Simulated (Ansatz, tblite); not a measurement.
Forces on Ti₃Si₄⁻ at its PBE0-D4/def2-SVPD geometry. Total charge -1; doublet.

The xTB rows come from tblite. At PBE-D4/def2-TZVPD the charge -1 doublet is spin-contaminated (final ⟨S²⟩ up to 1.86, 0.75 for a pure state). The structure comes from a short search, and lower isomers may exist.

GFN1-xTB (tblite), largest force 2.17 eV/Å:

```xyz
7
positions Å, forces eV/Å
Ti    1.093   -2.052   -1.317    0.535    0.296    0.454
Ti   -0.297   -0.923    0.888   -0.547   -1.892    0.904
Ti    0.928    0.643   -0.611    1.470    0.555   -1.192
Si   -1.001   -0.877   -1.578   -1.547    0.192   -0.786
Si   -1.696    1.161   -0.616    0.221   -0.041    0.121
Si    1.515    0.499    1.840    0.134    0.402    0.322
Si   -0.543    1.549    1.393   -0.266    0.488    0.178
```

PBE-D4/def2-TZVPD (Ansatz), largest force 0.91 eV/Å:

```
Ti -0.324 0.718 0.461
Ti 0.061 -0.487 -0.123
Ti 0.281 -0.391 -0.321
Si 0.163 0.032 0.017
Si -0.167 0.011 -0.013
Si 0.063 -0.042 -0.046
Si -0.077 0.159 0.025
```
